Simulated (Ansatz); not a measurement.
`BS[SiH](C)Cl` + `BC(C)F` → `BC(B)(C)F` + `C[SiH](S)Cl`  (formal exchange of groups at a B–S bond)

Program: Ansatz. Geometries: PBE0-D4/def2-TZVP. ΔE: electronic, gas phase. CCSD(T)/CBS adds triple-zeta CCSD(T) − MP2 to the extrapolated MP2 energy (def2 sets, frozen cores). DFT in def2-TZVPP. B3LYP here is the variant with VWN-RPA as its local correlation; programs differ in this. Each species was taken in one conformer, which may not be the lowest.

CCSD(T)/CBS gives +0.94 eV.

Task: Another level gave +0.97 eV. Which?
A. HF/def2-TZVPP
B. PBE0-D4/def2-TZVPP
C. ωB97X-V/def2-TZVPP
D. B3LYP-D4/def2-TZVPP

Result: D. B3LYP-D4 0.97, PBE0-D4 0.82, ωB97X-V 0.91, HF/def2-TZVPP 1.29 eV.

Largest T1 diagnostic among the species: 0.012.

In def2-TZVPP, CCSD(T) changes the Hartree–Fock value by −0.34 eV (the triples alone add −0.04 eV) and MP2 by −0.37 eV. From PBE to PBE0 (25 % exact exchange), in def2-TZVPP and without D4, ΔE moves by +0.05 eV.
